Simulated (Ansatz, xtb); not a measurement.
# A geometry optimisation of C2H5AlBr2 with r2SCAN-D4/def2-SVP

The starting geometry of this gas-phase singlet was built from a drawn formula by distance geometry and a force field; its bonds are those of `Br[CH2][AlH][CH2]Br`.

```xyz
10

C     0.4367   -0.7843    1.6789
C     1.2750    1.3472   -0.8744
Al    0.7469    1.0167    1.0485
Br   -1.0322   -1.5770    0.6744
Br   -0.0615    2.4917   -1.6690
H     1.3580   -1.4476    1.5795
H     0.1189   -0.7445    2.7702
H     0.6382    2.2799    2.0479
H     1.3031    0.3728   -1.3745
H     2.2674    1.8245   -0.9085
```

Question: Where would you expect an optimisation with r2SCAN-D4/def2-SVP to take it?

Answer: A new bond forms, giving a structure with Br4 bridging C1 and Al3, given below by its coordinates. Contacts that close: Al3–Br4 (3.17 → 2.60 Å).

The energy falls by 0.37 eV over 13 steps:

| step | E − E(last) (eV) |
| --- | --- |
| 1 | 0.367 |
| 2 | 0.197 |
| 4 | 0.097 |
| 5 | 0.080 |
| 6 | 0.060 |
| 8 | 0.019 |
| 9 | 0.003 |
| 10 | 0.000 |
| 12 | 0.000 |
| 13 | 0.000 |

Final geometry (Å):

```xyz
10

C     0.6583   -0.7930    1.7822
C     1.3605    1.2660   -0.7959
Al    0.6361    1.0269    1.0204
Br   -1.1833   -0.8304    0.8972
Br   -0.0517    2.2702   -1.7620
H     1.2012   -1.6302    1.3227
H     0.4596   -0.9957    2.8433
H     0.1850    2.2404    1.9244
H     1.5167    0.3428   -1.3741
H     2.2683    1.8823   -0.8853
```

From the same start GFN2-xTB ends elsewhere, differing in Al3–Br5 (2.60 against 3.12 Å here).

No frequencies were run, so the end isn't proven a minimum. Run with Ansatz 0.2.0, 57 s on 2 threads of Intel(R) Xeon(R) Platinum 8259CL CPU @ 2.50GHz (Skylake/Cascade Lake), with other jobs on the host.
